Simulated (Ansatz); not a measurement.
Program: Ansatz. Geometries: PBE0-D4/def2-TZVP. ΔE: electronic, gas phase. CBS: MP2 limit from def2 TZ/QZ plus the TZ coupled-cluster correction, frozen cores. This one scheme is used for every species. One conformer a species, not always the lowest.

Consider the formal exchange of groups at the Si–N bond: `N[Si](O)(F)Cl` + `OC1=NCC1` → `O[Si](O)(F)Cl` + `NC1=NCC1`.

```json
{"level": "CCSD/def2-TZVPP", "ΔE (kcal/mol)": "-11.0"}
{"level": "HF/def2-QZVPP", "ΔE (kcal/mol)": "-11.9"}
{"level": "MP2/def2-QZVPP", "ΔE (kcal/mol)": "-11.8"}
{"level": "MP2/CBS(def2)", "ΔE (kcal/mol)": "-11.8"}
```

(1) What does CCSD(T)/CBS give? (An estimate is asked.)

Largest T1 diagnostic among the species: 0.012.

## Answers

(1) Computed: -11.1 kcal/mol. The listed levels differ from it by 0.1, -0.8, -0.7, -0.7 kcal/mol.
